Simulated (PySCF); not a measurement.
**Bonding in `C[Si@](N)(O)NCCN`**

Species: C₃H₁₃N₃OSi.
Numbering: `[CH3:1][Si@:2]([NH2:3])([OH:4])[NH:5][CH2:6][CH2:7][NH2:8]` (hydrogens: H9, H10, H11 on C1; H12, H13 on N3; H14 on O4; H15 on N5; H16, H17 on C6; H18, H19 on C7; H20, H21 on N8)

Cartesian coordinates in Å at the GFN2-xTB level; atoms count from 1:
```
atom  x, y, z in Å
C1    -1.874   -1.201   -0.297
Si2   -1.045    0.497   -0.414
N3    -2.301    1.689   -0.350
O4    -0.258    0.742   -1.836
N5     0.106    0.674    0.864
C6     0.954   -0.394    1.352
C7     1.936   -0.947    0.295
N8     2.692    0.061   -0.421
H9    -1.184   -1.996   -0.558
H10   -2.235   -1.394    0.707
H11   -2.725   -1.265   -0.968
H12   -2.046    2.647   -0.529
H13   -2.934    1.657    0.431
H14   -0.754    0.756   -2.650
H15    0.600    1.556    0.865
H16    0.311   -1.209    1.692
H17    1.517   -0.018    2.213
H18    2.642   -1.624    0.787
H19    1.374   -1.513   -0.451
H20    2.049    0.624   -0.969
H21    3.168    0.675    0.235
```

Bond orders from the PBE0/pcSseg-1 density (PySCF). The structure is a single GFN2-xTB conformer in the gas phase; no vibrational or solvent corrections.

Task: How far do the computed orders between heavy atoms stray from the drawn ones?

Result: The largest departure is 0.079, at C1–Si2 (drawn single, 0.921).

Task: Give the Mayer order of every bond between heavy atoms, beside its length.

Result: 
```json
{"bond": "C1–Si2", "drawn as": "single", "length (Å)": "1.893", "Mayer order": "0.921"}
{"bond": "Si2–N3", "drawn as": "single", "length (Å)": "1.732", "Mayer order": "1.048"}
{"bond": "Si2–O4", "drawn as": "single", "length (Å)": "1.644", "Mayer order": "1.002"}
{"bond": "Si2–N5", "drawn as": "single", "length (Å)": "1.730", "Mayer order": "0.978"}
{"bond": "N5–C6", "drawn as": "single", "length (Å)": "1.449", "Mayer order": "0.977"}
{"bond": "C6–C7", "drawn as": "single", "length (Å)": "1.545", "Mayer order": "1.007"}
{"bond": "C7–N8", "drawn as": "single", "length (Å)": "1.450", "Mayer order": "1.039"}
```

By pair of heavy elements: N–Si: lowest Si2–N5 (0.978, 1.730 Å), highest Si2–N3 (1.048, 1.732 Å). C–N: lowest N5–C6 (0.977, 1.449 Å), highest C7–N8 (1.039, 1.450 Å).

Task: And the bonds to hydrogen?

Result: C–H: 0.94 to 0.96 (7 bonds); H–N: 0.93 to 0.96 (5 bonds); H–O: 0.94 (1 bond).

Task: Sum the orders of all bonds at each heavy atom with more than one neighbour and set the sums beside the valence in the SMILES.

Result: C1 3.787 (drawn 4), Si2 3.949 (drawn 4), N3 2.946 (drawn 3), O4 1.939 (drawn 2), N5 2.882 (drawn 3), C6 3.886 (drawn 4), C7 3.940 (drawn 4), N8 2.943 (drawn 3). Orders between atoms that aren't bonded are not in these sums.

The Mayer order sums products of elements of PS (density times overlap matrix) between the two atoms' basis functions, so it depends on the basis set.

These values come from a run that also computed NMR shieldings. Hardware: one thread, Intel Xeon at 2.50 GHz (x86_64), shared host with 64 logical CPUs at a one-minute load of 64. Cost: 2.1 min (grids of density and orbitals included), 1.0 GiB resident at most.
